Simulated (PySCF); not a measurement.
**Excitation energy of Si⁺ by level of theory**

Si⁺ [Ne] 3s2 3p1 (2P) → Si⁺ [Ne] 3s1 3p1 4s1 (4P), as a difference of total energies. Calculation: PySCF 2.14, in x2c-QZVPPall with one added diffuse shell each of s, p, d, f type (10s7p5d3f1g, 86 functions); scalar relativity by spin-free X2C-1e. Correlated levels: valence and next inner shell: 1s2 frozen. The calculations carry no spin-orbit coupling.

Problem. Order these methods by the excitation energy they give, lowest first.
A. CCSD (valence and next inner shell)
B. CCSD(T) (valence and next inner shell)
C. SCS-MP2 (valence and next inner shell)
D. MP2 (valence and next inner shell)

Solution. D (114400 cm⁻¹), A (116210 cm⁻¹), B (116470 cm⁻¹), C (116630 cm⁻¹).

Errors of the correlated levels include the incompleteness of this basis and the frozen core.

The coupled-cluster amplitudes are large for the upper state (T1 above 0.03 or a double amplitude above 0.15), so a single reference is strained.

For comparison: 116870 cm⁻¹ (measured; NIST levels, between the centres of gravity of the two terms).
